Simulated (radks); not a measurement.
Eu32+, 31 electrons, occupied as [Ar] 3d10 4s2 4p1. All-electron calculation, Dirac Kohn-Sham, PBE, spin-unpolarised, spherical densities, finite nucleus; open shells fill j = l - 1/2 first; Fermi nuclear charge, rms radius 5.1115 fm. Program: a radial shooting solver on a logarithmic mesh with Libxc functionals.

Normalised radial functions P(r) = r R(r) (large component), r in bohr:

| r | 3s1/2 | 3d3/2 |
|---|---|---|
| 0.00165 | 0.3155 | 0.0001 |
| 0.002365 | 0.4128 | 0.0003 |
| 0.003417 | 0.5304 | 0.0007 |
| 0.004897 | 0.6537 | 0.0018 |
| 0.007019 | 0.7621 | 0.0045 |
| 0.01014 | 0.8104 | 0.0116 |
| 0.01454 | 0.7235 | 0.0290 |
| 0.02083 | 0.4181 | 0.0709 |
| 0.0301 | -0.1639 | 0.1698 |
| 0.04315 | -0.8753 | 0.3737 |
| 0.06234 | -1.3221 | 0.7592 |
| 0.08936 | -0.8942 | 1.3270 |
| 0.1281 | 0.5328 | 1.9313 |
| 0.1851 | 2.0252 | 2.1949 |
| 0.2652 | 2.1517 | 1.7740 |
| 0.3802 | 1.1027 | 0.9088 |
| 0.5493 | 0.2378 | 0.2371 |
| 0.7873 | 0.0175 | 0.0251 |
| 1.138 | 0.0002 | 0.0006 |
| 1.63 | 0.0000 | 0.0000 |

3s1/2: eigenvalue -2898.4 eV, 2 radial nodes at r = 0.0275, 0.114 bohr, <r> = 0.245 bohr, 90 % of the charge inside 0.360 bohr. 3d3/2: eigenvalue -2297.7 eV, 0 radial nodes, <r> = 0.218 bohr, 90 % of the charge inside 0.338 bohr.
